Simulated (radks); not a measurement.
Initial-state core-level shifts of the iodine ion I3+ when its valence configuration changes from [Kr] 4d10 5s2 5p2. Method: Dirac Kohn-Sham, BLYP, spin-unpolarised, spherical densities, finite nucleus; open shells are shared between the two j in proportion to 2j + 1; Fermi nuclear charge, rms radius 4.75 fm; computed with a radial shooting solver on a logarithmic mesh with Libxc functionals. Shifts are changes of the shell-averaged eigenvalues in eV (positive: less bound); the change of the density at the nucleus, which sets a Mossbauer isomer shift, is in e/bohr^3, on a base of 2.491e+05.

valence                3s       3p       3d      4p  density at nucleus
4d10 5s1 5p3       -1.387   -1.386   -1.385  -1.339              -84.39
4d10 5s0.5 5p3.5   -2.070   -2.068   -2.068  -1.999             -127.56
4d9 5s0.5 5p4.5   -12.121  -12.122  -12.236  -9.970             -109.21
4d9 5s2 5p3       -10.130  -10.133  -10.246  -8.064              +28.70
4d9.5 5s0.5 5p4    -7.073   -7.072   -7.126  -5.989             -118.55
4d9.5 5s2 5p2.5    -5.043   -5.044   -5.099  -4.038              +14.19
4d10 5p4           -2.747   -2.744   -2.743  -2.651             -171.36
4d9 5s1.5 5p3.5   -10.800  -10.802  -10.915  -8.706              -16.65
4d9 5s1 5p4       -11.464  -11.465  -11.579  -9.341              -62.63
